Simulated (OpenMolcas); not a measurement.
An atom or ion with 23 electrons was computed by SS-CASPT2, IPEA 0.25 Eh, imaginary shift 0.1 Eh with spin-orbit coupling (OpenMolcas, ANO-RCC-VTZP, DKH2). The lowest levels that the run gave, each within 12 % of the measured value where one is at hand:

```csv
J,Parity,E (cm-1),g
5/2,even,0.0,2.001
5/2,even,47810,0.574
7/2,even,47960,0.985
11/2,even,48060,1.273
9/2,even,48070,1.172
5/2,even,52550,1.567
3/2,even,52830,1.675
1/2,even,53240,2.556
7/2,even,57380,1.427
1/2,even,57690,0.112
3/2,even,58020,1.256
5/2,even,58110,1.398
```

**Question.** Which ion is it, and what are the configurations and terms?

**Answer.** Cu VII (Z = 29, charge +6; active space 5 electrons in 10 orbitals (3d 4d)). J, parity and g give the terms where levels are pure, and mixed ones are named by the computed weights; the size of the splittings, set against known spectra of the 23-electron sequence, gives the charge. In order, with the measured energies in cm-1 (the list in Gamrath, thesis, University of Mons (2023)): 3d5 6S 5/2, 3d5 4G 5/2, 3d5 4G 7/2, 3d5 4G 11/2, 3d5 4G 9/2, 3d5 4P 5/2 (50732), 3d5 4P 3/2 (51067), 3d5 4P 1/2 (51407), 3d5 4D 7/2 (55742), 3d5 4D 1/2 (56210), 3d5 4D 3/2 (56428), 3d5 4D 5/2 (56427).

CASPT2 does not keep the components of a term degenerate, so their means are used; among the terms shown or strongly mixed into the levels shown the widest spread is 31 cm-1 (3d5 4G). Active for correlation alone: 4d; no level in the range computed is led by a configuration that fills it, so any true level of that kind is missing. Measured partners are found by configuration, term and J. A level has none where our copy of the source lacks it or the pairing is in doubt (some pairs that miss far off the trend of their configuration count as doubtful), and it then counts in no deviation. Levels of configurations outside the active space are missing.
